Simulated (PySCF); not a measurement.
# Computed records: AlBClH3N, AlBFH3N, AlBH4NO, AlBH3NO and others

Computed with PySCF 2.14.0. Calculation on a computer-drawn molecule: optimised geometry and harmonic frequencies of an isolated molecule of the commonest isotopes, restricted reference for singlets and unrestricted otherwise, frozen core in MP2.

Common to all runs: basis cc-pV(D+d)Z.

(1) AlBClH3N

Start structure:
```xyz
7
AlBClH3N
N     -0.4525    -1.1291     0.3409
B     -0.7466     0.1499     0.6727
Al    -0.4375     0.9751     2.5375
Cl    -0.0993     1.8515     4.3572
H     -0.0661    -1.8377     1.0100
H     -0.6295    -1.4990    -0.5277
H     -1.3269     0.8970    -0.1204
```

Settings of this run: charge 1, multiplicity 1 and method HF.

It finds rotational constants 40.07, 1.425, 1.376 GHz; total energy -782.1628 hartree; convergence status largest gradient component 2.324e-05 hartree/bohr.

Drawn bonds:
```
atom  other atom  order
   1           2      1
   2           3      1
   3           4      1
   1           5      1
   1           6      1
   2           7      1
```

Optimised structure:
```xyz
7
AlBClH3N
N     -0.4655    -1.1573     0.3506
B     -0.7929     0.1349     0.6268
Al    -0.4129     0.9987     2.6078
Cl    -0.1037     1.8906     4.4070
H     -0.0439    -1.8177     0.9718
H     -0.6451    -1.5408    -0.5610
H     -1.2945     0.8993    -0.1328
```

Modes:
```
frequency (cm⁻¹)  reduced mass (dalton)
           87.27                  7.557
           116.5                  5.507
           270.5                  6.668
           411.5                  3.883
           519.5                  1.439
           682.3                  19.65
           745.9                  1.234
           930.5                  1.077
           939.9                  1.164
            1169                   1.34
            1437                  3.598
            1766                  1.251
            2802                  1.102
            3769                  1.056
            3884                  1.096
```

(2) AlBClH3N

Start structure:
```xyz
7
AlBClH3N
N     -0.4655    -1.1573     0.3506
B     -0.7929     0.1349     0.6268
Al    -0.4129     0.9987     2.6078
Cl    -0.1037     1.8906     4.4070
H     -0.0439    -1.8177     0.9718
H     -0.6451    -1.5408    -0.5610
H     -1.2945     0.8993    -0.1328
```

Settings of this run: charge 1, multiplicity 1 and method MP2.

Results for AlBClH3N: rotational constants 40.46, 1.433, 1.384 GHz; total energy -782.5931 hartree; convergence status largest gradient component 3.192e-05 hartree/bohr.

Drawn bonds:
```
atom  other atom  order
   1           2      1
   2           3      1
   3           4      1
   1           5      1
   1           6      1
   2           7      1
```

Optimised structure:
```xyz
7
AlBClH3N
N     -0.4636    -1.1596     0.3539
B     -0.7885     0.1445     0.6497
Al    -0.4125     0.9873     2.5993
Cl    -0.1111     1.9025     4.3952
H     -0.0356    -1.8416     0.9737
H     -0.6531    -1.5326    -0.5779
H     -1.2940     0.9072    -0.1237
```

Modes:
```
frequency (cm⁻¹)  reduced mass (dalton)
           80.96                   7.41
           108.9                  5.546
           265.2                  6.076
           414.3                  4.099
           497.5                  1.523
           681.6                  17.68
           727.5                  1.242
           870.3                  1.089
           906.2                  1.117
            1100                  1.334
            1385                  3.255
            1636                  1.305
            2730                  1.101
            3573                  1.055
            3696                  1.096
```

(3) AlBFH3N

Start structure:
```xyz
7
AlBFH3N
N     -0.0466    -0.1781    -0.0164
B      0.3293     0.1912    -1.2581
Al     2.2963     0.8312    -1.5900
F      3.8310     1.2794    -1.8540
H      0.4637    -0.1981     0.8633
H     -1.0477    -0.4218     0.1790
H     -0.3799     0.1889    -2.2080
```

Here we set charge 1, multiplicity 1 and method HF.

The calculation gives: rotational constants 41.9, 2.155, 2.049 GHz; total energy -422.0926 hartree; convergence status largest gradient component 1.325e-05 hartree/bohr.

Drawn bonds:
```
atom  other atom  order
   1           2      1
   2           3      1
   3           4      1
   1           5      1
   1           6      1
   2           7      1
```

Optimised structure:
```xyz
7
AlBFH3N
N     -0.1120    -0.1747     0.0216
B      0.2892     0.1846    -1.2250
Al     2.3754     0.8272    -1.5803
F      3.8801     1.3084    -1.9193
H      0.4406    -0.1900     0.8550
H     -1.0619    -0.4661     0.1785
H     -0.3652     0.2034    -2.2147
```

Modes:
```
frequency (cm⁻¹)  reduced mass (dalton)
           103.3                  7.977
           130.7                  6.469
             283                  6.411
           422.1                  3.925
             517                  1.416
           750.7                  1.233
           921.2                  1.138
           930.4                  1.172
           955.1                  10.14
            1156                  1.335
            1443                  3.485
            1763                  1.261
            2820                  1.104
            3762                  1.056
            3880                  1.095
```

(4) AlBFH3N

Start structure:
```xyz
7
AlBFH3N
N     -0.1120    -0.1747     0.0216
B      0.2892     0.1846    -1.2250
Al     2.3754     0.8272    -1.5803
F      3.8801     1.3084    -1.9193
H      0.4406    -0.1900     0.8550
H     -1.0619    -0.4661     0.1785
H     -0.3652     0.2034    -2.2147
```

Here we set charge 1, multiplicity 1 and method MP2.

Results for AlBFH3N: rotational constants 42.18, 2.163, 2.057 GHz; total energy -422.5773 hartree; convergence status largest gradient component 2.744e-05 hartree/bohr.

Drawn bonds:
```
atom  other atom  order
   1           2      1
   2           3      1
   3           4      1
   1           5      1
   1           6      1
   2           7      1
```

Optimised structure:
```xyz
7
AlBFH3N
N     -0.1090    -0.1746     0.0253
B      0.3154     0.1927    -1.2287
Al     2.3581     0.8214    -1.5725
F      3.8803     1.3116    -1.9370
H      0.4382    -0.1959     0.8814
H     -1.0781    -0.4681     0.1646
H     -0.3588     0.2057    -2.2173
```

Modes:
```
frequency (cm⁻¹)  reduced mass (dalton)
           96.59                  7.764
           122.9                  6.368
           278.5                  5.719
           438.7                  4.145
           497.4                  1.511
           731.3                  1.242
           864.5                  1.106
           896.6                  1.119
           918.8                  15.58
            1092                   1.33
            1388                  3.175
            1635                  1.315
            2742                  1.103
            3568                  1.055
            3693                  1.096
```

(5) AlBH4NO

Start structure:
```xyz
8
AlBH4NO
N     -2.1736     2.8779     1.4105
B     -1.0829     2.0593     1.1232
Al    -0.1219     2.2660    -0.6908
O      0.9555     3.0827    -1.7432
H     -2.2704     3.8055     1.2163
H     -3.0062     2.5264     1.8610
H     -1.1868     0.9052     1.4147
H      1.6645     3.4663    -2.2290
```

It was run with charge 0, multiplicity 2 and method HF.

It finds rotational constants 26.51, 2.398, 2.199 GHz; total energy -398.3054 hartree; spin squared 0.7618; convergence status largest gradient component 1.01e-05 hartree/bohr.

Drawn bonds:
```
atom  other atom  order
   1           2      1
   2           3      1
   3           4      1
   1           5      1
   1           6      1
   2           7      1
   4           8      1
```

Optimised structure:
```xyz
8
AlBH4NO
N     -2.2557     2.8360     1.4361
B     -1.1661     2.3503     0.7232
Al    -0.2613     3.5222    -0.8997
O      1.0739     2.8977    -1.7536
H     -2.6841     3.7217     1.2615
H     -2.6909     2.3282     2.1803
H     -0.7509     1.2611     1.0437
H      1.5133     2.0721    -1.6288
```

Modes:
```
frequency (cm⁻¹)  reduced mass (dalton)
           23.26                  3.034
           132.5                   3.98
           273.1                  4.592
           367.6                  1.164
           485.7                  1.395
           494.9                  3.036
           583.3                  1.437
           638.2                  1.288
             850                  6.574
           936.6                    1.1
           955.5                  1.114
            1209                  1.433
            1362                  3.994
            1759                  1.202
            2626                  1.093
            3796                  1.051
            3895                  1.098
            4200                  1.068
```

(6) AlBFH3N

Start structure:
```xyz
7
AlBFH3N
N     -1.5012     0.5929     0.1548
B     -1.2172     0.4576     1.4898
F      0.0679     0.6512     1.8376
Al    -1.7075     0.0031     3.5613
H     -2.4241     0.4620    -0.2483
H     -0.8666     0.8676    -0.4940
H     -3.1510    -0.3975     3.9263
```

Here we set charge 0, multiplicity 2 and method HF.

The calculation gives: rotational constants 9.683, 3.591, 2.62 GHz; total energy -422.3004 hartree; spin squared 0.7547; convergence status largest gradient component 9.182e-06 hartree/bohr.

Drawn bonds:
```
atom  other atom  order
   1           2      1
   2           3      1
   2           4      1
   1           5      1
   1           6      1
   4           7      1
```

Optimised structure:
```xyz
7
AlBFH3N
N     -1.5447     0.5598     0.3698
B     -0.8745     0.5034     1.5893
F      0.4494     0.7936     1.5526
Al    -1.8366    -0.0104     3.4804
H     -2.5177     0.3648     0.2700
H     -1.0795     0.8003    -0.4847
H     -3.3961    -0.3746     3.4501
```

Modes:
```
frequency (cm⁻¹)  reduced mass (dalton)
           34.37                  1.116
           175.5                  3.684
           336.4                  7.422
           379.1                  3.191
           517.5                  1.247
           535.2                  2.694
           595.2                  1.362
           673.1                  1.261
           952.6                  1.849
            1242                  4.405
            1385                  4.449
            1734                  1.253
            1891                  1.045
            3791                  1.053
            3920                  1.096
```

(7) AlBH3NO

Start structure:
```xyz
7
AlBH3NO
N     -3.5323    -0.9728    -1.1216
B     -2.2714    -0.4579    -0.6233
O     -1.8096     0.5253    -1.4170
Al    -1.9963    -1.4891     1.2780
H     -3.9589    -0.7318    -1.9786
H     -4.0795    -1.6851    -0.6477
H     -0.9677     0.9402    -1.0968
```

It was run with charge 0, multiplicity 1 and method HF.

Results for AlBH3NO: rotational constants 9.943, 3.593, 2.639 GHz; total energy -397.7134 hartree; convergence status largest gradient component 2.898e-05 hartree/bohr.

Drawn bonds:
```
atom  other atom  order
   1           2      1
   2           3      1
   2           4      1
   1           5      1
   1           6      1
   3           7      1
```

Optimised structure:
```xyz
7
AlBH3NO
N     -3.5986    -0.9958    -1.1779
B     -2.4081    -0.4945    -0.6131
O     -1.7933     0.4876    -1.3701
Al    -1.6999    -1.3316     1.3660
H     -3.9514    -0.6558    -2.0526
H     -4.1665    -1.7036    -0.7657
H     -0.9979     0.8227    -0.9935
```

Modes:
```
frequency (cm⁻¹)  reduced mass (dalton)
           144.8                  5.118
           309.7                  7.507
           312.9                  3.426
           398.8                  1.244
           500.2                   1.08
           519.3                  3.075
             651                  1.281
           963.4                    1.7
            1072                  1.332
            1294                   4.06
            1351                  3.583
            1737                  1.204
            3786                  1.054
            3914                  1.094
            4210                  1.068
```

(8) Al2BH5N

Start structure:
```xyz
9
Al2BH5N
N     -3.7604     1.8622    -1.7967
B     -3.2872     2.3520    -0.5829
Al    -2.0765     2.1568     0.9843
Al    -0.4189     0.2419     1.0472
H     -4.5421     2.3507    -2.3905
H     -3.4307     1.0107    -2.2748
H     -2.1971     3.2744     2.1062
H      0.7055    -0.5678     1.7240
H     -0.7638    -0.5171    -0.3103
```

Here we set charge 0, multiplicity 2 and method HF.

It finds rotational constants 9.692, 1.525, 1.328 GHz; total energy -565.8543 hartree; spin squared 0.7597; convergence status largest gradient component 2.919e-05 hartree/bohr.

Drawn bonds:
```
atom  other atom  order
   1           2      1
   2           3      1
   3           4      1
   1           5      1
   1           6      1
   3           7      1
   4           8      1
   4           9      1
```

Optimised structure:
```xyz
9
Al2BH5N
N     -4.0339     2.0495    -1.8831
B     -3.2444     2.0248    -0.7669
Al    -2.0392     1.9402     0.8807
Al    -0.2091     0.0757     0.9698
H     -3.8077     2.5799    -2.7023
H     -4.8962     1.5446    -1.9551
H     -2.3111     3.0346     2.0012
H      0.7976    -0.1222     2.1870
H     -0.0272    -0.9634    -0.2248
```

Modes:
```
frequency (cm⁻¹)  reduced mass (dalton)
           54.87                  1.052
           70.41                  4.463
           186.4                  3.739
           276.5                  1.113
           287.6                  3.039
             342                   3.53
             442                  1.641
           451.7                  1.047
           510.5                  5.746
             553                  1.336
           560.3                  1.171
           647.3                  1.215
           855.3                  1.064
             952                  1.309
            1475                  3.501
            1721                  1.336
            1927                  1.047
            1931                  1.041
            1948                  1.038
            3771                  1.049
            3867                  1.098
```

(9) AlBFH3N

Start structure:
```xyz
7
AlBFH3N
N      0.8643    -2.1775     0.3951
B      1.2643    -2.0398     1.6940
Al     1.7085    -0.5363     3.0508
F      2.0650    -0.8991     4.6439
H      0.6621    -1.4476    -0.2786
H      0.6532    -3.0874    -0.0444
H      1.7035     0.9700     2.9029
```

Here we set charge 0, multiplicity 2 and method HF.

The calculation gives: rotational constants 21.28, 2.4, 2.183 GHz; total energy -422.3085 hartree; spin squared 0.7603; convergence status largest gradient component 1.718e-05 hartree/bohr.

Drawn bonds:
```
atom  other atom  order
   1           2      1
   2           3      1
   3           4      1
   1           5      1
   1           6      1
   3           7      1
```

Optimised structure:
```xyz
7
AlBFH3N
N      0.7849    -2.2101     0.3641
B      1.1736    -1.4978     1.4644
Al     1.7558    -0.4217     3.0776
F      1.6244    -1.1236     4.5795
H     -0.1492    -2.1956     0.0023
H      1.4027    -2.8094    -0.1485
H      2.3287     1.0404     3.0244
```

Modes:
```
frequency (cm⁻¹)  reduced mass (dalton)
           100.6                  3.931
           138.3                  6.391
           331.6                  1.133
           367.6                  5.928
           474.9                  1.167
           513.8                  6.445
           590.1                  1.322
           702.9                   1.17
             840                  13.24
           976.8                   1.28
            1506                  3.593
            1730                  1.327
            2022                  1.043
            3768                  1.049
            3861                  1.099
```

(10) AlBFH3N

Start structure:
```xyz
7
AlBFH3N
N      0.7849    -2.2101     0.3641
B      1.1736    -1.4978     1.4644
Al     1.7558    -0.4217     3.0776
F      1.6244    -1.1236     4.5795
H     -0.1492    -2.1956     0.0023
H      1.4027    -2.8094    -0.1485
H      2.3287     1.0404     3.0244
```

Settings of this run: charge 0, multiplicity 2 and method MP2.

It finds rotational constants 21.11, 2.366, 2.154 GHz; total energy -422.7887 hartree; spin squared 0.7605; convergence status largest gradient component 3.093e-05 hartree/bohr.

Drawn bonds:
```
atom  other atom  order
   1           2      1
   2           3      1
   3           4      1
   1           5      1
   1           6      1
   3           7      1
```

Optimised structure:
```xyz
7
AlBFH3N
N      0.7841    -2.2109     0.3595
B      1.1737    -1.4988     1.4691
Al     1.7570    -0.4210     3.0863
F      1.6291    -1.1196     4.6124
H     -0.1635    -2.1938    -0.0118
H      1.4118    -2.8167    -0.1649
H      2.3286     1.0429     3.0131
```

Modes:
```
frequency (cm⁻¹)  reduced mass (dalton)
           124.3                  3.754
           128.8                  6.366
           323.8                  1.135
           345.1                  6.641
           454.1                  1.176
           500.5                  6.579
           573.8                  1.288
           673.9                  1.171
           816.7                  12.77
           900.5                  1.291
            1463                  2.441
            1608                  1.608
            1992                  1.044
            3571                  1.049
            3671                  1.098
```
